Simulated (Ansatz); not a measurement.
`[Cl][In@H-]1[OH+][In@@H-]([Cl])[OH+]1`. Total charge 0; spin multiplicity 1. In takes the def2 core potential. The structure was optimised at the PBE0-D4/def2-TZVP level.

```xyz
10

Cl    1.814    1.917   -1.523
In    0.567    1.524    0.408
O     0.974   -0.531    0.865
In   -0.836   -1.443    0.168
Cl   -0.224   -2.395   -1.871
O    -1.227    0.607   -0.326
H     0.359    2.531    1.752
H     1.758   -0.865    0.417
H    -1.826   -2.090    1.379
H    -1.358    0.745   -1.269
```

(1) What is the dipole moment at r2SCAN/def2-TZVPP? (Best estimate.)

(2) And with PBE, B3LYP, ωB97M-V? (Estimate.)

(3) Give the Mulliken charges with r2SCAN, B3LYP, ωB97M-V in def2-TZVPP. (Estimate.)

## Answers

(1) The calculation gave: 2.85 D, with components (-1.20, 0.36, 2.56) D in this frame, pointing from negative to positive charge.

(2) Computed: PBE 2.70 D, B3LYP 2.78 D, ωB97M-V 2.78 D.

(3) Ansatz gave: 
```
atom  r2SCAN  B3LYP  ωB97M-V
 Cl1   -0.41  -0.41    -0.37
 In2    0.88   0.88     0.80
  O3   -0.59  -0.57    -0.58
 In4    0.88   0.88     0.80
 Cl5   -0.41  -0.41    -0.37
  O6   -0.59  -0.57    -0.58
  H7   -0.09  -0.11    -0.06
  H8    0.23   0.20     0.21
  H9   -0.09  -0.11    -0.06
 H10    0.23   0.20     0.21
```

B3LYP here is the variant with VWN-RPA as its local correlation; programs differ in this.
